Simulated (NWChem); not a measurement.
Species: SiH4Se2; SMILES [SeH][Se][SiH3]

```xyz
7

Se     0.9047     0.5862     0.0078
Se    -0.2314    -1.4695     0.0806
H     -0.3270    -1.6443    -1.3818
Si    -0.9879     1.8817    -0.0104
H     -1.8135     1.6249     1.2043
H     -1.7949     1.6117    -1.2361
H     -0.5093     3.2980    -0.0177
```
Atoms are numbered in this order, from 1.

Program: NWChem. Geometry: optimised at PBE0/def2-SVP. GIAO values for the isolated, static molecule; σ is the absolute isotropic shielding, δ = σ(reference) − σ with the isolated reference molecule computed at the same levels (1H: tetramethylsilane, 29Si: tetramethylsilane). Spin-orbit effects, on the heavy nuclei and on their neighbours, are missing.

**Question.** Among these, which level gives the highest value of “δ H3 (ppm)”?
(A) PBE/pcSseg-1
(B) LDA (Slater exchange, VWN5)/pcSseg-1
(C) BHandHLYP/pcSseg-1

**Answer.** B, LDA (Slater exchange, VWN5)/pcSseg-1. Values: BHandHLYP/pcSseg-1 2.82; PBE/pcSseg-1 3.00; LDA (Slater exchange, VWN5)/pcSseg-1 3.49
